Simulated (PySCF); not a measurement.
# Orbital picture of BiH

PBE0 at R = 1.801 Å; PySCF, scalar-relativistic core potentials, basis sets Bi cc-pVTZ-PP with ECP60, H cc-pVTZ. State: ³Σ⁻ (triplet), unpaired electrons π ↑↑. Only the outer orbitals are listed, counted within each symmetry, core potentials removing the inner ones.

```tsv
spin	orbital	occ.	ε (eV)	on Bi (%)	main shells (%)
α	4σ	1	-16.89	93	93 Bi s
α	5σ	1	-8.58	58	51 Bi p, 42 H s
α	3π	1	-6.14	100	100 Bi p
α	3π	1	-6.14	100	100 Bi p
α	6σ	0	0.04	53	50 Bi p, 48 H s
α	7σ	0	2.75	103	87 Bi s, 13 Bi d
α	4π	0	4.84	98	98 Bi d
β	4σ	1	-15.32	90	89 Bi s, 10 H s
β	5σ	1	-8.26	52	48 H s, 42 Bi p, 8 Bi s
β	3π	0	-2.69	99	99 Bi p
β	3π	0	-2.69	99	99 Bi p
β	6σ	0	0.45	59	57 Bi p, 42 H s
```

Problem. Which are the highest filled and the lowest empty level, where do they sit, and how wide is the gap?

Solution. Highest filled α 3π at -6.14 eV (in %: 100 Bi p); lowest empty β 3π at -2.69 eV (in %: 99 Bi p); the gap at PBE0 is 3.45 eV. Both belong to one degenerate shell, split only by its one-sided filling, so this is no excitation gap.

```
bond order (Mayer)                              : 0.98
⟨S²⟩                                            : 2.006
charge on Bi (Mulliken, basis-dependent)        : 0.08
charge on Bi (Löwdin, basis-dependent)          : 0.20
dipole moment (positive dipole means Bi(−)H(+)) : -0.69 D
polarisability along the bond                   : 49.2 bohr³
polarisability across the bond                  : 39.4 bohr³
```

Shares are Mulliken populations and can fall outside 0 to 100 %.

These are scalar-relativistic numbers at best; spin–orbit coupling would shift them, the dissociation energy most. The state is the lowest determinant that a PBE0 search found; another state may lie lower at other levels.
